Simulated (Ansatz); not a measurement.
The first iterations of a band of AlFH2 + AsH3 (8 atoms, charge 0, multiplicity 1).

The calculation used Ansatz 0.2.0, UKS PBE0-D4/def2-SVP.

```yaml
movable_images: 5
climbing_image: yes
spring: 5.0 eV/Å²
optimiser: quadratic models (default)
start_path: straight line
force_threshold: 0.03 eV/Å
iteration_limit: 60
end_points: relaxed
```

Image 0:

```xyz
8
Properties=species:S:1:pos:R:3
Al -0.068 -0.057 -1.297
F -1.460 -0.996 -1.333
H 1.312 -0.827 -1.275
H -0.262 1.488 -1.575
H -1.011 -0.328 0.904
As -0.060 0.257 1.953
H 0.540 1.251 0.959
H 1.009 -0.788 1.663
```

Image 6:

```xyz
8
Properties=species:S:1:pos:R:3
Al 0.192 -0.043 -0.991
F -1.688 -0.850 -0.599
H 0.953 -1.319 -1.552
H -0.204 1.207 -1.887
H -1.656 -0.706 0.340
As 0.202 0.289 1.466
H 0.641 1.738 1.474
H 1.559 -0.317 1.748
```

| iteration | highest image above the first end (eV) | largest band force component (eV/Å) |
| --- | --- | --- |
| 1 | 2.106 | 3.845 |
| 2 | 1.325 | 2.679 |
| 3 | 1.197 | 1.860 |

Does the band converge within its limit, and where does its top end?

The run converged. It ended after 10 iterations with the highest image 1.000 eV above the first end. Another band between the same ends (5 images) ends at a top of the same energy, where a vibrational analysis finds 1 clearly imaginary mode. The orbitals stay closed-shell, which can raise the energy where a bond breaks towards radicals; this wasn't checked here.

The run took 2.9 min on 2 threads of Arm Neoverse V1 (shared host), peak memory 0.26 GiB.
